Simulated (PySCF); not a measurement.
CH8N2Si2

CH8N2Si2 is a carbene (divalent C1, bonded to 2 N), neutral, triplet. The structure, one conformer, was relaxed in the gas phase by PBE0-D3(BJ)/def2-SVP. No frequency run checks that it is a minimum.

This triplet is an excited state: in a carbene with lone-pair donors on the centre (N, N) the singlet is known to lie well below it (the gap isn't computed here), so the molecule in its ground state shows no EPR spectrum.

SMILES: N[C]N([SiH3])[SiH3]

Coordinates in Å:
```
C1     -1.229   -0.172   -0.460
N2      0.064    0.246   -0.185
Si3     0.341    1.981   -0.254
Si4     1.230   -0.997    0.283
N5     -1.806   -1.312    0.029
H6     -0.508    2.696    0.749
H7      1.785    2.212    0.041
H8      0.017    2.523   -1.608
H9      1.238   -2.105   -0.718
H10     0.928   -1.572    1.629
H11     2.567   -0.337    0.330
H12    -2.438   -1.218    0.827
H13    -2.180   -1.963   -0.657
```

EPR values by unrestricted B3LYP, IGLO-III on C N Si, pcH-1 on H.

Task: Predict g and the largest hyperfine couplings. Where does the spin sit?

Result: g = 2.0021, 2.0025, 2.0028. The zero-field splitting dominates the spectrum: D = 0.57 cm⁻¹, |E| = 0.069 cm⁻¹ (spin-spin and spin-orbit parts, DFT, rough). The spin sits on C1 (82 %, bonded to 2 N) by Mulliken populations.
| atom | isotope | isotropic (MHz) | dipolar, principal values (MHz) |
| --- | --- | --- | --- |
| C1 | 13C | 297.6 | -64.7, 11.4, 53.3 |
| H12 | 1H | 61.3 | -8.5, -4.8, 13.4 |
| H13 | 1H | 34.4 | -9.2, -4.9, 14.1 |
| N2 | 14N | 22.4 | -4.9, 0.1, 4.8 |
| Si4 | 29Si | -19.5 | -7.1, 2.9, 4.1 |
| Si3 | 29Si | -13.3 | -2.1, 0.5, 1.6 |

Task: How do the isotropic couplings move with BHandHLYP?

Result: C1 297.6 to 332.7 MHz, H12 61.3 to 60.2 MHz, H13 34.4 to 33.8 MHz, N2 22.4 to 21.9 MHz.
